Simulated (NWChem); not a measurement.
Molecule: C3H8S; SMILES CCSC

```xyz
12

C      0.4799     1.8649     0.2995
C     -0.4434     0.9494    -0.5045
S     -0.6654    -0.7365     0.1923
C      0.9838    -1.4576    -0.1218
H      0.5272     2.8585    -0.1642
H      0.1192     1.9806     1.3264
H      1.5015     1.4724     0.3421
H     -1.4569     1.3634    -0.5392
H     -0.1006     0.8548    -1.5418
H      1.7695    -0.9474     0.4425
H      1.2254    -1.4394    -1.1896
H      0.9396    -2.4988     0.2089
```
Atoms are numbered in this order, from 1.

Results from NWChem. The geometry was optimised at B3LYP/6-31G* (spherical d). Ions are spin-unrestricted doublets at the neutral geometry; other ion states weren't tried.

For level PBE/def2-SVP:

| Property | Value |
|---|---|
| vertical ionisation energy, ΔSCF (eV) | 8.38 |
| −ε(HOMO) (eV) | 4.85 |

Q: Estimate the same quantities for level CAM-B3LYP/def2-SVP.

A: 
| Property | Value |
|---|---|
| vertical ionisation energy, ΔSCF (eV) | 8.55 |
| −ε(HOMO) (eV) | 7.45 |
